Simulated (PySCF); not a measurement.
C6H14O.
SMILES with atom numbers: `[CH3:1][CH2:2][O:3][C:4]([CH3:5])([CH3:6])[CH3:7]` (hydrogens: H8, H9, H10 on C1; H11, H12 on C2; H13, H14, H15 on C5; H16, H17, H18 on C6; H19, H20, H21 on C7)

An MMFF94s structure was refined with PBE0-D3(BJ)/def2-SVP geometry optimisation, gas phase (PySCF 2.14.0). Its MMFF94s values:

```
 coordinate  MMFF94s
      C1–C2  1.518 Å
      C1–H8  1.095 Å
      C2–O3  1.423 Å
     C2–H11  1.094 Å
      O3–C4  1.435 Å
      C4–C5  1.536 Å
     C5–H13  1.096 Å
   C1–C2–O3   107.9°
   C2–O3–C4   117.2°
   O3–C4–C5   105.0°
   O3–C4–C6   111.6°
   C5–C4–C6   108.8°
   C6–C4–C7   110.9°
C1–C2–O3–C4     180°
```

How do these coordinates change at the PBE0-D3(BJ)/def2-SVP level?

```json
{"coordinate": "C2–O3", "PBE0-D3(BJ)/def2-SVP (Å or °)": "1.400", "change": "-0.023"}
{"coordinate": "C2–H11", "PBE0-D3(BJ)/def2-SVP (Å or °)": "1.108", "change": "+0.014"}
{"coordinate": "C4–C5", "PBE0-D3(BJ)/def2-SVP (Å or °)": "1.523", "change": "-0.013"}
{"coordinate": "O3–C4", "PBE0-D3(BJ)/def2-SVP (Å or °)": "1.423", "change": "-0.012"}
{"coordinate": "C1–C2", "PBE0-D3(BJ)/def2-SVP (Å or °)": "1.511", "change": "-0.007"}
{"coordinate": "C1–H8", "PBE0-D3(BJ)/def2-SVP (Å or °)": "1.100", "change": "+0.005"}
{"coordinate": "C5–H13", "PBE0-D3(BJ)/def2-SVP (Å or °)": "1.100", "change": "+0.004"}
{"coordinate": "C2–O3–C4", "PBE0-D3(BJ)/def2-SVP (Å or °)": "118.9", "change": "+1.7"}
{"coordinate": "O3–C4–C5", "PBE0-D3(BJ)/def2-SVP (Å or °)": "103.7", "change": "-1.3"}
{"coordinate": "C5–C4–C6", "PBE0-D3(BJ)/def2-SVP (Å or °)": "110.0", "change": "+1.2"}
{"coordinate": "O3–C4–C6", "PBE0-D3(BJ)/def2-SVP (Å or °)": "111.0", "change": "-0.6"}
{"coordinate": "C6–C4–C7", "PBE0-D3(BJ)/def2-SVP (Å or °)": "110.7", "change": "-0.2"}
{"coordinate": "C1–C2–O3", "PBE0-D3(BJ)/def2-SVP (Å or °)": "107.9", "change": "0.0"}
{"coordinate": "C1–C2–O3–C4", "PBE0-D3(BJ)/def2-SVP (Å or °)": "179", "change": "-1"}
```

The energy falls by 4.6 kJ/mol over 9 energy and gradient evaluations, the largest force component goes from 0.0170 to 8.2e-05 Eh/bohr, and the atoms move by 0.045 Å rms after alignment. The bond that changes most is C2–O3 (sp3 carbon bound to oxygen to ether oxygen), which shortens by 0.023 Å. Bonds longer at the end by more than 0.005 Å: 7 of 20; shorter: 4. Rotational constants go from 4119, 1543, 1524 to 4107, 1573, 1548 MHz.

The run used 168 basis functions and 56 SCF cycles in all.

Not checked by PBE0-D3(BJ)/def2-SVP frequencies. The numbers are those of one conformer.

Shape of the structure used: `[CH3:1][CH2:2][O:3][C:4]([CH3:5])([CH3:6])[CH3:7]`: C1–C2–O3–C4 179°, C2–O3–C4–C5 179°.
